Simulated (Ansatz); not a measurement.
Cd₈Te₉⁻. The state is a doublet with charge -1. Geometry PBE-D4/def2-SVP, basis def2-SVP, Ansatz.

```xyz
17

Cd    2.089   -2.663   -2.223
Cd    4.687    3.285    4.379
Cd   -4.654   -1.991   -0.701
Cd    4.343   -0.605   -0.726
Cd    3.288    2.213    0.981
Cd   -0.575   -0.891   -1.561
Cd   -6.045    0.794    0.068
Cd   -2.501    0.625    1.014
Te    0.033    1.481    0.054
Te    4.297   -3.339   -0.818
Te    2.085    2.980    3.274
Te   -7.102   -1.178   -1.448
Te    1.617   -0.862    0.588
Te    5.136    1.963   -0.957
Te   -2.266   -2.183    0.480
Te    0.101   -2.043   -3.925
Te   -4.533    2.414    1.520
```

```tsv
run	HOMO (eV)	LUMO (eV)
A	-3.30	-1.16
B	-2.19	-1.72
C	-2.43	-1.82
D	-2.72	-1.66
```

In the def2 sets Cd, Te take a core potential; there is no spin–orbit coupling. Single mean-field runs in def2-SVP are fitted with def2-universal-jkfit. The structure comes from a short search, and lower isomers may exist.

HOMO and LUMO are taken over both spins.

Q: The runs used BLYP, PBE, PBE0, r2SCAN. Estimate which is which.

A: A PBE0 (25 % exact exchange); B BLYP (0 % exact exchange); C PBE (0 % exact exchange); D r2SCAN (0 % exact exchange). Exact exchange lowers occupied and raises empty levels; among semilocal functionals meta-GGAs tend to open the gap a little, and such runs are hard to tell apart. The gap grows from 0.47 eV (BLYP) to 2.14 eV (PBE0).
